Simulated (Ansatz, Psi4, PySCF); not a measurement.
P2, charge +1, doublet, at a GFN2-xTB geometry (a state made from the parent by changing its charge; the spin is typed, not shown lowest). Base run: PySCF with MP2/6-31G**.

PySCF was given this input:
```python
from pyscf import gto, scf, mp

mol = gto.Mole()
mol.atom = '''
    P    -0.00000000   -0.00000000   -0.98493774
    P     0.00000000    0.00000000    0.98493774
'''
mol.basis = '6-31g**'
mol.charge = 1
mol.spin = 1
mol.verbose = 4
mol.build()

mf = scf.UHF(mol)
mf.kernel()

pt = mp.MP2(mf)
pt.kernel()
print('E(MP2) = %.10f' % pt.e_tot)
```

The same geometry, method and basis name were run in Ansatz (an electronic-structure program) and Psi4 and PySCF, at each program's defaults and at the settings that a row names. The base is PySCF at its defaults. Differences at the defaults can come from grids, fitting, cores and function types together.

```tsv
code and settings	ΔE vs base (mEh)	basis functions	E (Eh)	SCF cycles	outcome
PySCF, defaults (exact integrals, spherical functions, all electrons correlated)	0.000	36	-681.26911	9	converged
Psi4, defaults (density fitting with its default set, Cartesian functions, all electrons correlated)	-12.625	38	-681.28174	11	converged
Ansatz, defaults (factorised integrals, Cartesian functions, frozen core)	28.389	38	-681.24072	-	another SCF solution
PySCF, frozen core	13.899	36	-681.25521	9	converged
Psi4, exact integrals, spherical functions, frozen core	13.898	36	-681.25521	11	converged
Ansatz, high accuracy, frozen core, Cartesian functions as the basis file defines them	28.386	38	-681.24072	-	another SCF solution
```

A guess, shift, damping, solver or small numerical setting can't move a converged solution much, so rows marked as another SCF solution ended in a different state.

Open shells are given as the SCF converged; they aren't shown to be the lowest states, and a large step between rows can be another state.
